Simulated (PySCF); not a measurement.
**Bonding in `C#CC[C@@H](C=C)OC(C)C`**

C₉H₁₄O.
SMILES with atom numbers: `[CH:1]#[C:2][CH2:3][C@@H:4]([CH:5]=[CH2:6])[O:7][CH:8]([CH3:9])[CH3:10]` (hydrogens: H11 on C1; H12, H13 on C3; H14 on C4; H15 on C5; H16, H17 on C6; H18 on C8; H19, H20, H21 on C9; H22, H23, H24 on C10)

Geometry (GFN2-xTB, Å), atoms numbered from 1 in this order:
```xyz
24
C9H14O angstrom
C      3.8888   -1.5073   -0.1071
C      2.8165   -1.2990   -0.5951
C      1.5131   -1.0422   -1.1643
C      0.5778   -0.3413   -0.1544
C      1.1657    0.9911    0.2209
C      1.8386    1.2188    1.3326
O     -0.6769   -0.2266   -0.7976
C     -1.8112   -0.1416    0.0448
C     -3.0219   -0.4371   -0.8360
C     -1.9485    1.2256    0.7177
H      4.8341   -1.6937    0.3071
H      1.6113   -0.4053   -2.0467
H      1.0510   -1.9839   -1.4715
H      0.4855   -0.9738    0.7446
H      1.0229    1.7671   -0.5185
H      2.2736    2.1797    1.5489
H      1.9902    0.4476    2.0700
H     -1.7309   -0.9157    0.8292
H     -3.9299   -0.4406   -0.2396
H     -3.1029    0.3225   -1.6087
H     -2.9044   -1.4051   -1.3155
H     -2.8542    1.2499    1.3183
H     -1.0950    1.4262    1.3608
H     -2.0052    2.0046   -0.0388
```

Bond orders from the PBE0/pcSseg-1 density (PySCF). Geometry: GFN2-xTB, one conformer, isolated molecule.

Question: How far do the computed orders between heavy atoms stray from the drawn ones?

Answer: The largest departure is 0.438, at C1–C2 (drawn triple, 2.562). Drawn double or triple, more than 0.30 short of the drawn order: C1–C2 (2.562).

Question: Give the Mayer order of every bond between heavy atoms, beside its length.

Answer: 
```
  bond  drawn as  length (Å)  Mayer order
 C1–C2    triple       1.196        2.562
 C2–C3    single       1.445        1.029
 C3–C4    single       1.545        1.026
 C4–C5    single       1.504        1.017
 C5–C6    double       1.319        1.951
 C4–O7    single       1.415        0.883
 O7–C8    single       1.415        0.891
 C8–C9    single       1.526        1.050
C8–C10    single       1.530        1.037
```

By pair of heavy elements: C–C: lowest C4–C5 (1.017, 1.504 Å), highest C1–C2 (2.562, 1.196 Å); in 3 of the 21 pairs the longer bond (by over 0.003 Å) has the higher order (by 0.02 or more). C–O: all 2 within 0.02 of one another (0.883 to 0.891).

Question: And the bonds to hydrogen?

Answer: C–H: 0.91 to 1.15 (14 bonds).

Question: Sum the orders of all bonds at each heavy atom with more than one neighbour and set the sums beside the valence in the SMILES.

Answer: C1 3.714 (drawn 4), C2 3.591 (drawn 4), C3 3.888 (drawn 4), C4 3.861 (drawn 4), C5 3.923 (drawn 4), C6 3.852 (drawn 4), O7 1.774 (drawn 2), C8 3.910 (drawn 4), C9 3.938 (drawn 4), C10 3.905 (drawn 4). Orders between atoms that aren't bonded are not in these sums.

Mayer orders depend on the basis set.

These values come from a run that also computed NMR shieldings. The run took 56 s of wall time on one thread of an Arm Neoverse V1, on a shared host.
